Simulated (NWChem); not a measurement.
CdSiH$_{3}$F; SMILES [F][Cd][SiH3]

```xyz
6

Cd    -0.5575     0.3514     0.0000
F     -0.6531     2.2930     0.0000
Si    -0.4358    -2.1123     0.0000
H     -1.1084    -2.6704    -1.2129
H     -1.1084    -2.6704     1.2129
H      0.9890    -2.5657     0.0000
```
Atoms are numbered in this order, from 1.

Level: PBE0/def2-SVP with def2 effective core potentials on Cd (NWChem), optimised geometry, unscaled harmonic frequencies. def2 effective core potentials on Cd; no spin-orbit coupling.

```csv
frequency (cm⁻¹),IR intensity (km/mol)
102,12.1
102,12.1
303,0.2
471,1.3
471,1.3
607,93.6
851,239.4
936,41.1
937,41.1
2222,53.5
2235,75.4
2235,75.3
```

```json
{
 "zero_point_energy": "16.4 kcal/mol",
 "thermal correction to the enthalpy at 298.15 K (with zero-point energy)": "20.4 kcal/mol",
 "heat capacity Cv": "16.7 cal/(mol K)",
 "entropy at 298.15 K and 1 atm (symmetry number 3)": "74.0 cal/(mol K)"
}
```

Rigid rotor and harmonic oscillator.
